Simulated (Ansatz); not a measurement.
Conformers of ClFH4OSi2 (`O[SiH](F)[SiH2]Cl`), each relaxed with PBE0-D4/def2-TZVP in Ansatz. CBS adds the triple-zeta coupled-cluster correction to the MP2 limit.

Not all of them had a frequency check.

Conformer A:

```xyz
9

O     0.041    1.148    1.530
Si    0.114    0.925   -0.086
F    -1.013    1.791   -0.824
Si   -0.314   -1.348   -0.464
Cl    1.338   -2.396    0.190
H     0.416    1.943    1.912
H     1.412    1.398   -0.633
H    -1.502   -1.826    0.285
H    -0.493   -1.634   -1.910
```

Conformer B:

```xyz
9

O     1.903    0.433    0.369
Si    0.397    0.321    0.985
F     0.285   -0.893    2.021
Si   -1.090   -0.138   -0.779
Cl    0.021   -1.301   -2.089
H     2.133   -0.162   -0.349
H     0.153    1.567    1.742
H    -2.295   -0.911   -0.389
H    -1.506    1.085   -1.510
```

Task: Which is lowest in electronic energy at CCSD(T)/CBS (frozen core, def2 sets), and by how much? (An estimate is asked.)

Result: The calculation gave: B; A lies 2.6 kJ/mol higher.

Task: Give the energies relative to B (kJ/mol) with B2PLYP/def2-TZVPP, HF/def2-TZVPP, SCS-MP2/def2-TZVPP, CCSD/def2-TZVPP, HF/def2-QZVPP, MP2/CBS(def2), CCSD/CBS(def2). (An estimate is asked.)

Result: Ansatz gave: 
| level | A |
| --- | --- |
| B2PLYP/def2-TZVPP | 1.8 |
| HF/def2-TZVPP | -1.4 |
| SCS-MP2/def2-TZVPP | 1.4 |
| CCSD/def2-TZVPP | 1.3 |
| HF/def2-QZVPP | -1.5 |
| MP2/CBS(def2) | 2.6 |
| CCSD/CBS(def2) | 1.7 |
